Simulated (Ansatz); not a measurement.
C2H5NOSe (`NC(=O)C[SeH]`) at its PBE0-D4/def2-TZVP geometry, where that method's forces vanish. Total charge 0; spin multiplicity 1.

| atom | x (Å) | y (Å) | z (Å) |
| --- | --- | --- | --- |
| N1 | -1.4496 | 0.2414 | -0.0215 |
| C2 | -0.3500 | 0.2275 | -0.7991 |
| O3 | -0.3101 | 0.6853 | -1.9216 |
| C4 | 0.8829 | -0.4573 | -0.2343 |
| Se5 | 1.0384 | -0.6509 | 1.7028 |
| H6 | -1.4086 | -0.0821 | 0.9305 |
| H7 | -2.2805 | 0.6805 | -0.3766 |
| H8 | 1.7593 | 0.0525 | -0.6271 |
| H9 | 0.9004 | -1.4806 | -0.6163 |
| H10 | 1.2179 | 0.7837 | 1.9631 |

Q: For each bond, give half the difference of the two atoms' forces along it (eV/Å; positive pushes the atoms apart) under PBE-D4, r2SCAN-D4, B3LYP-D4, ωB97M-V in def2-TZVPP. (An estimate is asked.)

A: Ansatz gave: 
```
   bond  length (Å)  PBE-D4  r2SCAN-D4  B3LYP-D4  ωB97M-V
  N1–C2       1.347    0.01       0.07      0.14     0.22
  N1–H6       1.006    0.15      -0.04     -0.07    -0.13
  N1–H7       1.005    0.12      -0.04     -0.06    -0.07
  C2–O3       1.213    0.92       0.33      0.21     0.04
  C2–C4       1.519   -0.24      -0.07     -0.03     0.04
 C4–Se5       1.953    0.23       0.19      0.32    -0.01
  C4–H8       1.087    0.09      -0.06     -0.15    -0.10
  C4–H9       1.092    0.11      -0.04     -0.13    -0.10
Se5–H10       1.469    0.27       0.00      0.04    -0.12
```

B3LYP here is the variant with VWN-RPA as its local correlation; programs differ in this.
